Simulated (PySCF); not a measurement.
Harmonic spectrum computed at PBE0 in the def2-TZVP basis family (core potentials from Rb on, PySCF, no spin–orbit coupling):

| ω (cm⁻¹) | IR (km/mol) |
| --- | --- |
| 159 | 17.5 |
| 517 | 34.4 |
| 805 | 54.6 |

Q: Which molecule gave it? In each, all ligands are bound to the one heavy central atom.
A. SnO₂ (singlet)
B. PbO₂ (singlet)
C. PtO₂ (singlet)
D. BiO₂ (doublet)

A: D. It has Cs symmetry with Bi–O 1.886 Å, Bi–O 2.069 Å.
